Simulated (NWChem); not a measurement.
Species: CuCl; SMILES [Cl][Cu]

```xyz
2

Cu     0.0000     0.0000    -0.7696
Cl     0.0000     0.0000     1.3045
```
Atoms are numbered in this order, from 1.

The geometry was optimised at PBE-D3(BJ)/def2-SVP.

Q: Give the principal values of the shielding tensors (ppm) of Cu1, Cl2 from PBE/pcSseg-2, GIAO (NWChem), with their diamagnetic and paramagnetic parts as GIAO splits them.

A: 
```csv
atom,σ11,σ22,σ33,isotropic,diamagnetic,paramagnetic
Cu1,737.4,737.4,2410.7,1295.2,2404.8,-1109.6
Cl2,1112.6,1112.6,1154.9,1126.7,1146.8,-20.0
```
